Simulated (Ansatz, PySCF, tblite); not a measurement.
Bond stretch in Mg(F)2, SMILES [F][Mg][F] (F₂Mg). The Mg1–F3 bond (Mg1 also carries F; F3 carries nothing else) is stretched with both fragments frozen at the PBE0/def2-TZVP optimised geometry. Each curve is given relative to its own lowest point near equilibrium.

| R / Å | A | B | C | D |
|---|---|---|---|---|
| 1.44 | 96.8 | 180.8 | 182.8 | 184.2 |
| 1.52 | 36.1 | 83.3 | 84.7 | 88.4 |
| 1.62 | 5.2 | 21.1 | 22.1 | 24.2 |
| 1.69 | 0.0 | 3.5 | 4.1 | 4.9 |
| 1.75 | 1.7 | 0.0 | 0.0 | 0.0 |
| 1.81 | 7.0 | 4.4 | 3.5 | 3.2 |
| 1.87 | 14.6 | 14.7 | 12.6 | 12.5 |
| 1.95 | 27.1 | 35.0 | 31.0 | 31.5 |
| 2.12 | 57.7 | 92.7 | 83.8 | 86.2 |
| 2.31 | 93.6 | 166.1 | 151.2 | 156.0 |
| 2.55 | 137.7 | 257.3 | 234.3 | 243.4 |
| 2.89 | 194.9 | 370.5 | 335.3 | 354.5 |
| 3.19 | 237.9 | 440.9 | 404.9 | 437.6 |
| 3.64 | 286.9 | 500.2 | 478.4 | 536.8 |
| 4.31 | 330.6 | 540.4 | 540.6 | 640.4 |
| 5.06 | — | 556.7 | 574.7 | 717.2 |

Energies in kJ/mol.

### Question
Match the curves with the methods GFN2-xTB, 300 K electronic temperature run with tblite; restricted Hartree-Fock/LANL2DZ, with its core potentials past Ne run with PySCF; restricted BP86/6-31G*, spherical d in PySCF; unrestricted CAM-B3LYP/cc-pVDZ in Ansatz (a first-principles code).

### Answer
A is GFN2-xTB; B is UKS-CAM-B3LYP; C is RKS-BP86/6-31G*; D is RHF/LANL2DZ.

Dashes: no converged value, or the column stops at the first point that the program doubted or that broke a chosen test of continuity, which isn't proof of a fault.

The unrestricted determinant behind UKS-CAM-B3LYP is spin-contaminated at 3.19 to 5.06 Å (<S²> up to 0.9, against 0.00 for a pure singlet). The restricted form behind RKS-BP86/6-31G*, RHF/LANL2DZ keeps the bonding electrons paired and can't separate into open-shell fragments.
